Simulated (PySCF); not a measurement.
Radial density of Ag²⁺ (silver, charge +2)

wB97X-V, [Kr] 4d8 5p1, one real determinant (an excited configuration). All numbers are calculated (PySCF 2.14, scalar relativity by spin-free X2C-1e, in x2c-TZVPPall).

```json
{"r (bohr)": "0.0323", "4πr²ρ (e/bohr)": "54.85", "4πr²(ρα − ρβ)": "0.0066"}
{"r (bohr)": "0.0543", "4πr²ρ (e/bohr)": "55.03", "4πr²(ρα − ρβ)": "0.0242"}
{"r (bohr)": "0.0914", "4πr²ρ (e/bohr)": "75.84", "4πr²(ρα − ρβ)": "0.0908"}
{"r (bohr)": "0.154", "4πr²ρ (e/bohr)": "55.87", "4πr²(ρα − ρβ)": "0.3309"}
{"r (bohr)": "0.259", "4πr²ρ (e/bohr)": "59.34", "4πr²(ρα − ρβ)": "0.4658"}
{"r (bohr)": "0.435", "4πr²ρ (e/bohr)": "35.98", "4πr²(ρα − ρβ)": "-0.0012"}
{"r (bohr)": "0.732", "4πr²ρ (e/bohr)": "17.53", "4πr²(ρα − ρβ)": "1.3231"}
{"r (bohr)": "1.23", "4πr²ρ (e/bohr)": "12.14", "4πr²(ρα − ρβ)": "1.6382"}
{"r (bohr)": "2.07", "4πr²ρ (e/bohr)": "2.043", "4πr²(ρα − ρβ)": "0.6933"}
{"r (bohr)": "3.48", "4πr²ρ (e/bohr)": "0.3501", "4πr²(ρα − ρβ)": "0.3145"}
{"r (bohr)": "5.86", "4πr²ρ (e/bohr)": "0.01395", "4πr²(ρα − ρβ)": "0.0139"}
{"r (bohr)": "9.85", "4πr²ρ (e/bohr)": "0.0002768", "4πr²(ρα − ρβ)": "0.0003"}
```

Densities and radii are taken from the X2C orbitals without a picture-change correction, which distorts them close to the nucleus.

⟨L²⟩ = 14.01 against 20 for a pure G term, so this real determinant mixes terms.
